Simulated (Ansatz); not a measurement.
Species: C6H7, net charge 0, doublet state. It need not be the lowest isomer of its formula. 
Structure (B3LYP-D3(BJ)/def2-TZVP (Ansatz, a first-principles code) minimum search):
```xyz
13

C     -2.1311    -0.2260     0.0386
C     -0.6554    -0.0857     0.0006
C      0.2673    -0.9575    -0.6292
C      1.5332    -0.4551    -0.4182
C      1.4179     0.7778     0.3720
C      0.1000     0.9938     0.6202
H     -2.4885    -0.2979     1.0713
H     -2.4692    -1.1077    -0.5045
H     -2.6174     0.6549    -0.3933
H      0.0085    -1.8519    -1.1737
H      2.4615    -0.8825    -0.7674
H      2.2482     1.3900     0.6892
H     -0.3345     1.8115     1.1745
```
Charge 0, spin multiplicity 2.

Basis-set convergence of Hartree-Fock and CCSD(T) correlation energies (hartree) with Ansatz. Cores are frozen in the correlated levels unless marked. Open shells are spin-unrestricted. No spin-orbit coupling. No relativistic terms.

The UHF reference is spin-contaminated (<S^2> 0.19 over the pure value in the largest basis). 

| basis | functions | E(HF) | E(corr, CCSD(T)) |
|---|---|---|---|
| cc-pVDZ | 119 | -231.25291 | -0.85850 |
| cc-pVTZ | 278 | -231.31130 | -1.02856 |
| cc-pVQZ | 540 | -231.32571 | -1.08074 |

Extrapolating the two largest sets (X = 3 and 4) as X^-3: E(corr) = (64·(-1.08074) - 27·(-1.02856))/37 = -1.1188 Eh, an estimate of the basis-set limit. The largest set recovers 96.6 % of it, the smallest 76.7 %.
